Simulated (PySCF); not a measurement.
## Electron correlation in Cl⁺ (chlorine, charge +1)

[Ne] 3s2 3p4, high-spin 3P determinant. All numbers are calculated (PySCF 2.14, scalar relativity by spin-free X2C-1e, in Sapporo-DZP-2012). Frozen: [Ne]; 6 electrons correlated.

MP2 pair energies summed by pair of shells (mhartree):

```
 pair  energy  share (%)
3p-3p  -45.57       49.8
3s-3p  -39.03       42.6
3s-3s   -6.92        7.6
```

Total MP2 correlation energy: -91.52 mhartree.

Same-spin part -23.40 and opposite-spin part -68.12 mhartree; SCS-MP2 scales them by 1/3 and 6/5 to -89.55 mhartree.

```json
{"level": "CCSD", "correlation energy (mhartree)": "-113.56"}
{"level": "(T)", "correlation energy (mhartree)": "-1.41"}
{"level": "CCSD(T)", "correlation energy (mhartree)": "-114.97"}
```

Diagnostics: T1 = 0.0082, D1 = 0.0277, largest double amplitude 0.056.

Cost of the coupled-cluster step: 0.15 s of wall time on 1 thread of Neoverse-V2 (shared host), for 6 correlated electrons.

Iterations:

```
CC2 = 0
CCSD nocc = (np.int64(4), np.int64(2)), nmo = (22, 22)
frozen orbitals [[0, 1, 2, 3, 4], [0, 1, 2, 3, 4]]
max_cycle = 100
direct = 0
conv_tol = 1e-08
conv_tol_normt = 1e-06
diis_space = 8
diis_start_cycle = 0
Init t2, MP2 energy = -0.0915236402093072
Init E_corr(UCCSD) = -0.0915236402327821
cycle = 1  E_corr(UCCSD) = -0.107948128149407  dE = -0.0164244879  norm(t1,t2) = 0.0423384
cycle = 2  E_corr(UCCSD) = -0.111704436181002  dE = -0.00375630803  norm(t1,t2) = 0.0145459
cycle = 3  E_corr(UCCSD) = -0.113578868132332  dE = -0.00187443195  norm(t1,t2) = 0.00598525
cycle = 4  E_corr(UCCSD) = -0.113550606356942  dE = 2.82617754e-05  norm(t1,t2) = 0.00065457
cycle = 5  E_corr(UCCSD) = -0.11355943140336  dE = -8.82504642e-06  norm(t1,t2) = 0.000122041
cycle = 6  E_corr(UCCSD) = -0.113558418132983  dE = 1.01327038e-06  norm(t1,t2) = 2.13347e-05
cycle = 7  E_corr(UCCSD) = -0.113558739396047  dE = -3.21263064e-07  norm(t1,t2) = 4.37366e-06
cycle = 8  E_corr(UCCSD) = -0.113558591481537  dE = 1.47914509e-07  norm(t1,t2) = 8.9552e-07
cycle = 9  E_corr(UCCSD) = -0.113558630236242  dE = -3.87547045e-08  norm(t1,t2) = 1.88488e-07
cycle = 10  E_corr(UCCSD) = -0.113558625143722  dE = 5.0925201e-09  norm(t1,t2) = 3.86471e-08
UCCSD converged
E(UCCSD) = -460.3665834350199  E_corr = -0.1135586251437217
UCCSD(T) correction = -0.00141460922197408
```
